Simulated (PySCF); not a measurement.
## Assigning NMR signals

Molfile (atoms numbered from 1):
```
C7H10NOP
     RDKit          3D

 20 21  0  0  0  0  0  0  0  0999 V2000
   -2.0719    1.0977   -0.6356 C   0  0  0  0  0  0  0  0  0  0  0  0
   -1.9265   -0.2917   -0.0730 C   0  0  2  0  0  0  0  0  0  0  0  0
   -1.3737   -0.5119    1.3664 C   0  0  0  0  0  0  0  0  0  0  0  0
   -0.3952   -1.2504    0.0403 P   0  0  1  0  0  5  0  0  0  0  0  0
   -0.0055   -2.7088   -0.3791 N   0  0  0  0  0  0  0  0  0  0  0  0
    1.0345   -0.2185   -0.2273 C   0  0  0  0  0  0  0  0  0  0  0  0
    2.1907   -0.5137   -0.8926 C   0  0  0  0  0  0  0  0  0  0  0  0
    3.0135    0.6477   -0.7822 C   0  0  0  0  0  0  0  0  0  0  0  0
    2.2917    1.5528   -0.0612 C   0  0  0  0  0  0  0  0  0  0  0  0
    1.0938    1.0374    0.2805 O   0  0  0  0  0  0  0  0  0  0  0  0
   -2.9187    1.6220   -0.1617 H   0  0  0  0  0  0  0  0  0  0  0  0
   -1.1676    1.6975   -0.4608 H   0  0  0  0  0  0  0  0  0  0  0  0
   -2.2545    1.0686   -1.7204 H   0  0  0  0  0  0  0  0  0  0  0  0
   -2.7832   -0.9480   -0.2843 H   0  0  0  0  0  0  0  0  0  0  0  0
   -0.9478    0.3703    1.8595 H   0  0  0  0  0  0  0  0  0  0  0  0
   -1.9590   -1.1508    2.0369 H   0  0  0  0  0  0  0  0  0  0  0  0
   -0.7727   -3.3765   -0.4003 H   0  0  0  0  0  0  0  0  0  0  0  0
    2.4025   -1.4623   -1.3799 H   0  0  0  0  0  0  0  0  0  0  0  0
    4.0141    0.7916   -1.1841 H   0  0  0  0  0  0  0  0  0  0  0  0
    2.4899    2.5666    0.2775 H   0  0  0  0  0  0  0  0  0  0  0  0
  1  2  1  0
  2  3  1  0
  3  4  1  0
  4  5  2  0
  4  6  1  6
  6  7  2  0
  7  8  1  0
  8  9  2  0
  9 10  1  0
  4  2  1  0
 10  6  1  0
  1 11  1  0
  1 12  1  0
  1 13  1  0
  2 14  1  1
  3 15  1  0
  3 16  1  0
  5 17  1  0
  7 18  1  0
  8 19  1  0
  9 20  1  0
M  END
```

No relativistic terms, equivalent nuclei averaged, isolated molecule, single conformer. Geometry: PBE0-D3(BJ)/def2-SVP; B3LYP/pcSseg-1 with gauge-including orbitals; PySCF 2.14.0 with density-fitted response routines.

Referencing at the same level of theory: 13C (179.24 ppm) and 1H (31.38 ppm) vs TMS.

(1) Assign these signals to the numbered atoms. 13C{1H} NMR (computed): δ 151.7 (CH), 149.4 (C), 133.3 (CH), 118.3 (CH), 23.4 (CH), 19.5 (CH2), 15.1 (CH3).

(2) Assign these signals to the numbered atoms. 1H NMR (400 MHz, computed): δ 7.68 (m, 1H), 7.51 (m, 1H), 6.59 (m, 1H), 1.64 (m, 1H), 1.53 (m, 1H), 1.24 (m, 3H), 1.18 (m, 1H), -1.98 (br s, 1H).

Results:

(1) 
| δ (ppm) | atoms | environment | reason |
| --- | --- | --- | --- |
| 151.7 | C9 | aromatic CH next to the ring oxygen | – |
| 149.4 | C6 | substituted aromatic carbon next to the ring oxygen | – |
| 133.3 | C7 | aromatic CH | the aromatic region |
| 118.3 | C8 | aromatic CH | – |
| 23.4 | C2 | three-membered-ring carbon | carbons of three-membered rings are unusually shielded |
| 19.5 | C3 | three-membered-ring carbon | – |
| 15.1 | C1 | methyl carbon | a saturated carbon with 1 carbon neighbour and no heteroatom attached |

(2) 
| δ (ppm) | atoms | environment | reason |
| --- | --- | --- | --- |
| 7.68 | H18 | hydrogen on an aromatic CH | it sits in the deshielding region of the aromatic ring current |
| 7.51 | H20 | hydrogen on an aromatic CH next to the ring oxygen | the ring current deshields protons in the ring plane |
| 6.59 | H19 | hydrogen on an aromatic CH | aromatic region |
| 1.64 | H16 | hydrogen on a three-membered-ring carbon | – |
| 1.53 | H14 | hydrogen on a three-membered-ring carbon | cyclopropane-type protons are shielded by the ring |
| 1.24 | H11/H12/H13 | hydrogen on a methyl carbon | – |
| 1.18 | H15 | hydrogen on a three-membered-ring carbon | cyclopropane-type protons are shielded by the ring |
| -1.98 | H17 | hydrogen on a nitrogen bonded to P | labile proton, position sensitive to the medium |

H16 and H14; H11/H12/H13 and H15 lie closer than the usual error of such a calculation, so a measured spectrum could show them in the other order.

OH and NH positions are those of a molecule without intermolecular hydrogen bonds; in solution they move with solvent, concentration and temperature, and exchange usually removes their couplings. Splittings by 31P in the carbon and heteronuclear signals aren't shown, as no couplings were computed. Shifts are as computed. Against solution values, carbons near 30 ppm lie about +2 ppm off and those near 130 ppm about +6 ppm. Of 1313 compounds with measured shifts, 239 miss one by over three times the rms of a fit or turn the order of signals round; such compounds aren't used in these exercises. No couplings were computed; multiplicities are counted from neighbouring protons, with m where these are inequivalent, close in shift, in a saturated or five-membered ring or joined by F or P, and br s for small geminal =CH2 splittings.
